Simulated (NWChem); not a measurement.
# C2H5F3Si; SMILES [C@@H](C)([SiH](F)F)F

```xyz
11

C     -0.8046    -2.0106     0.3686
C      0.3527    -1.0363     0.3272
F      1.0927    -1.2367    -0.8294
Si    -0.2011     0.7660     0.3627
F      1.0779     1.7360     0.2153
F     -1.1648     1.0413    -0.9024
H     -0.4341    -3.0455     0.3178
H     -1.4871    -1.8452    -0.4783
H     -1.3774    -1.8986     1.3027
H      1.0243    -1.2168     1.1889
H     -0.9325     1.1347     1.5975
```
Atoms are numbered in this order, from 1.

Computed with NWChem. Geometry: optimised at PBE0/def2-SVP. Level: PBE0/def2-SVP with SMD (1 M gas to 1 M solution), gas-phase geometry. Reactions with the solvent are ignored.

Task: What does the run give for solvent water? Quantities: solvation free energy (kcal/mol); cavity-dispersion-structure term (kcal/mol); dipole in solution (D).

Result: 
```yaml
solvation free energy (kcal/mol): -1.2
cavity-dispersion-structure term (kcal/mol): 4.2
dipole in solution (D): 3.89
```
